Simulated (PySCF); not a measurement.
## Dipole moment and polarisability of `O=C=Nc1cccc(F)c1`

Species: C7H4FNO.
Structure used (PBE0-D3(BJ)/def2-SVP), in Å, numbered top down from 1:
```
atom  x, y, z in Å
O1     4.287   -0.402   -0.182
C2     3.137   -0.559   -0.054
N3     1.979   -0.834    0.109
C4     0.685   -0.351    0.068
C5     0.408    0.978   -0.287
C6    -0.910    1.421   -0.316
C7    -1.963    0.565    0.003
C8    -1.664   -0.747    0.352
F9    -2.655   -1.579    0.659
C10   -0.361   -1.222    0.390
H11    1.229    1.653   -0.538
H12   -1.123    2.456   -0.593
H13   -3.003    0.894   -0.015
H14   -0.158   -2.257    0.668
```

Level: B3LYP/def2-SVPD (PySCF), static field, nuclei fixed, core orbitals frozen in the response. The polarisability tensor in these axes (au):

```
x   142.21  -3.55  -5.71
y    -3.55  87.03 -10.05
z    -5.71 -10.05  53.78
```

**Question.** Diagonalise the tensor; give its mean and Δα, where Δα² is half the sum of the squared differences of the eigenvalues.

**Answer.** Principal values 50.52, 89.76 and 142.73 au; mean 94.34 au = 13.98 Å³ = 15.55 × 10⁻⁴⁰ C²·m²/J; Δα = 80.14 au (85 % of the mean).

**Question.** What is the dipole moment, and where does it point?

**Answer.** (-1.26, 1.41, -0.31) D, 1.92 D in size, pointing from the negative to the positive side. Measured along this direction, the outermost atoms are O1 at the negative end and H12 and H13 at the positive end.

**Question.** Along which axes do the principal values lie, and how far do the nuclei extend along each?

**Answer.** Largest value along (1.00, -0.05, -0.06), where the nuclei span 7.35 Å; middle along (0.04, 0.96, -0.27), 4.84 Å; least along (0.07, 0.27, 0.96), 0.00 Å. The response follows the extents in order.

**Question.** Refractivity n − 1 of an ideal gas of it at 500 K and 1 atm, from the electronic α?

**Answer.** N = p/kT = 1.4678 × 10¹⁹ cm⁻³, so n − 1 = 2π × N × 13.98 × 10⁻²⁴ cm³ = 1289 × 10⁻⁶ at long wavelengths, for an ideal gas.

**Question.** What molar refraction does this α imply?

**Answer.** Lorentz–Lorenz: R = (4π/3)N_A α = 2.5225 cm³/(mol·Å³) × 13.98 Å³ = 35.3 cm³/mol, in the limit of long wavelengths.

**Question.** In a dilute gas of rigid molecules at 350 K, how does the orientational term μ²/3kT compare with the electronic polarisability?

**Answer.** In Gaussian units μ²/3kT = 25.37 Å³ against 13.98 Å³, a ratio of 1.81; the Debye molar polarisation (4π/3)N_A(α + μ²/3kT) is 99.2 cm³/mol, leaving out the vibrational part.

**Question.** What depolarisation ratio follows for Rayleigh scattering of linearly polarised light, taking the static tensor?

**Answer.** ρ = 3Δα²/(45ᾱ² + 4Δα²) = 19268.6/(400485 + 25691.4) = 0.0452.

Isolated species at its PBE0-D3(BJ)/def2-SVP geometry (one conformer only).
